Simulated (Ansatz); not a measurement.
`[CH3][GeH2][B](O)O` + `CCO[SiH2]C` → `C[SiH2]OB(O)O` + `C[CH2][GeH2][CH3]`  (redistribution)

Calculated with Ansatz (gas phase, PBE0-D4/def2-TZVP geometries, no zero-point term in ΔE). CCSD(T)/CBS is the MP2 limit (def2-TZVPP, def2-QZVPP) plus CCSD(T) − MP2 in def2-TZVPP, frozen cores. Functionals use def2-TZVPP. For Ge outer-core shells are correlated without core-valence functions, which leaves a few kJ/mol of doubt a bond. Scalar relativity is left out up to krypton. One conformer a species, not always the lowest.

Q: Is it downhill or uphill in electronic energy at CCSD(T)/CBS, and by how much? (Estimate.)

A: Ansatz gave: Downhill: ΔE = -213.4 kJ/mol.

Q: What do these levels give: r2SCAN-D4, PBE0-D4, ωB97X-V, ωB97M-V, PBE, HF/def2-TZVPP? (An estimate is asked.)

A: Ansatz gave: r2SCAN-D4 -207.9, PBE0-D4 -203.8, ωB97X-V -205.8, ωB97M-V -211.2, PBE -189.9, HF/def2-TZVPP -227.9 kJ/mol.

Largest T1 diagnostic among the species: 0.012.

From PBE to PBE0 (25 % exact exchange), in def2-TZVPP and without D4, ΔE moves by −12.2 kJ/mol. In def2-TZVPP, CCSD(T) changes the Hartree–Fock value by +13.8 kJ/mol (the triples alone add +3.1 kJ/mol) and MP2 by +5.8 kJ/mol.
